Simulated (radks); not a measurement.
Values are calculated unless marked as measured or tabulated.
Question: Radial electron density D(r) = 4 pi r^2 rho(r) of an atom or ion with 17 electrons. Level of theory: scalar-relativistic Kohn-Sham, PBEsol, spin-polarised, spherical densities, point nucleus (a radial shooting solver on a logarithmic mesh with Libxc functionals).

r (bohr),D(r) (e/bohr),spin D(r)
0.002422,2.423,-0.0000205
0.002709,2.946,-0.0000190
0.00303,3.573,-0.0000141
0.003389,4.321,-0.00000348
0.003791,5.211,0.0000166
0.00424,6.262,0.0000515
0.004705,7.402,0.000105
0.005263,8.826,0.000196
0.005886,10.47,0.000341
0.006584,12.36,0.000567
0.007364,14.51,0.000915
0.008237,16.92,0.00144
0.009213,19.58,0.00224
0.01022,22.26,0.00334
0.01143,25.33,0.00506
0.01279,28.54,0.00759
0.01431,31.80,0.0113
0.016,34.99,0.0166
0.0179,37.99,0.0242
0.02002,40.63,0.0349
0.02221,42.63,0.0487
0.02484,44.15,0.0689
0.02779,44.91,0.0962
0.03108,44.85,0.133
0.03477,44.02,0.180
0.03889,42.58,0.241
0.04349,40.79,0.316
0.04826,39.15,0.399
0.05398,37.84,0.500
0.06038,37.40,0.611
0.06753,38.17,0.722
0.07554,40.23,0.822
0.08449,43.37,0.894
0.0945,47.04,0.920
0.1049,50.19,0.888
0.1173,52.38,0.783
0.1312,52.44,0.609
0.1467,49.86,0.389
0.1641,44.68,0.169
0.1836,37.64,0.0185
0.2053,30.06,0.00975
0.2278,23.85,0.181
0.2548,19.22,0.575
0.285,17.25,1.15
0.3188,17.56,1.79
0.3566,18.95,2.35
0.3989,19.95,2.67
0.4461,19.41,2.67
0.495,17.21,2.39
0.5537,13.47,1.87
0.6193,9.252,1.29
0.6927,5.523,0.768
0.7748,2.836,0.394
0.8667,1.237,0.172
0.9694,0.4512,0.0627
1.076,0.1483,0.0206
1.203,0.03621,0.00505
1.346,0.006945,0.000971
1.505,0.001019,0.000143

What is the nuclear charge?

Answer: Z = 36. The innermost maximum, from 1s, lies near gamma/Z bohr with gamma = sqrt(1 - (Z/c)^2) = 0.965, here 0.0268 bohr (found: 0.0292), and its height grows with Z. The density is that of the krypton ion Kr19+ in [Ne] 3s2 3p5; the configuration itself is not fixed sharply by these data, and Z only to about a unit. D(r) has 3 maxima, at r = 0.0292, 0.125, 0.409 bohr, and minima at 0.0599, 0.294 bohr, inside which lie 2.07, 10.41 electrons.
